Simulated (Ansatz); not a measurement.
The first iterations of a band of Cl + ClFH2Si (6 atoms, charge 0, multiplicity 2).

All numbers below come from UKS BLYP-D4/6-31G* (Ansatz).

```
movable images  : 5
climbing image  : yes
spring          : 5.0 eV/Å²
optimiser       : quadratic models (default)
start path      : through a guess of the saddle point
force threshold : 0.03 eV/Å
iteration limit : 60
end points      : relaxed
```

Image 0:

```xyz
6
Properties=species:S:1:pos:R:3
Si 0.341 -0.162 1.167
Cl -1.628 0.601 1.429
H 1.205 0.979 0.784
Cl -1.273 1.136 -1.329
H 0.250 -1.289 0.210
F 0.791 -0.719 2.617
```

Image 6:

```xyz
6
Properties=species:S:1:pos:R:3
Si -0.285 -0.383 1.002
Cl -0.818 1.103 2.334
H 1.570 2.068 -0.033
Cl -1.067 0.031 -0.865
H 1.189 -0.491 0.923
F -0.903 -1.781 1.518
```

| iteration | highest image above the first end (eV) | largest band force component (eV/Å) |
| --- | --- | --- |
| 1 | 8.405 | 12.283 |
| 2 | 5.160 | 8.374 |
| 3 | 3.053 | 4.472 |
| 4 | 2.584 | 2.943 |
| 5 | 2.206 | 1.568 |
| 6 | 2.132 | 0.725 |
| 7 | 2.090 | 0.302 |
| 8 | 2.042 | 0.348 |
| 9 | 2.020 | 0.218 |
| 10 | 1.998 | 0.304 |

Question: Does the band converge within its limit, and where does its top end?

Answer: The run ended unconverged. It ended after 30 iterations with the highest image 1.898 eV above the first end. The band forces met their threshold (the largest was 0.03 eV/Å), but the run stopped with an error, since it found no sound saddle at the top, so its energies are provisional: over the last iterations the top stayed at 1.90 eV.

Time of the run: 8.2 min on 2 threads of Arm Neoverse N1, with other jobs on the host, peak memory 0.2 GiB.
